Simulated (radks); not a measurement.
Values are calculated unless marked as measured or tabulated.
Valence configurations of Sn II (all share [Kr]). Level of theory: Dirac Kohn-Sham, PBE, spin-unpolarised, spherical densities, point nucleus; open shells fill j = l - 1/2 first (a radial shooting solver on a logarithmic mesh with Libxc functionals). Energies are relative to 4d10 5s2 5p1; eigenvalues in eV.

4d10 5s2 5p1: E (eV) 0.000; e(4d3/2) -34.250; e(4d5/2) -33.207; e(5p1/2) -10.559; e(5s1/2) -17.697
4d10 5s1.5 5p1.5: E (eV) 3.588; e(4d3/2) -34.918; e(4d5/2) -33.872; e(5p1/2) -10.886; e(5s1/2) -18.099
4d10 5s1 5p2: E (eV) 7.212; e(4d3/2) -35.569; e(4d5/2) -34.521; e(5p1/2) -11.203; e(5s1/2) -18.487
4d10 5p3: E (eV) 15.187; e(4d3/2) -37.058; e(4d5/2) -36.005; e(5p1/2) -11.927; e(5p3/2) -11.303
4d9 5s2 5p2: E (eV) 24.814; e(4d3/2) -40.228; e(4d5/2) -39.129; e(5p1/2) -12.139; e(5s1/2) -19.935
4d9 5s1 5p3: E (eV) 33.382; e(4d3/2) -41.667; e(4d5/2) -40.564; e(5p1/2) -12.836; e(5p3/2) -12.125; e(5s1/2) -20.783
4d8 5s2 5p3: E (eV) 54.792; e(4d3/2) -46.392; e(4d5/2) -45.236; e(5p1/2) -13.742; e(5p3/2) -12.942; e(5s1/2) -22.176
4d8 5s1.5 5p3.5: E (eV) 59.430; e(4d3/2) -47.069; e(4d5/2) -45.911; e(5p1/2) -14.065; e(5p3/2) -13.251; e(5s1/2) -22.567
4d8 5p5: E (eV) 73.582; e(4d3/2) -49.028; e(4d5/2) -47.863; e(5p1/2) -14.984; e(5p3/2) -14.128

NIST lists [Kr] 4d10 5s2 5p1 as the ground configuration; this level of theory agrees among the configurations tried. The energies are those of spherical spin-averaged densities, not of single terms.
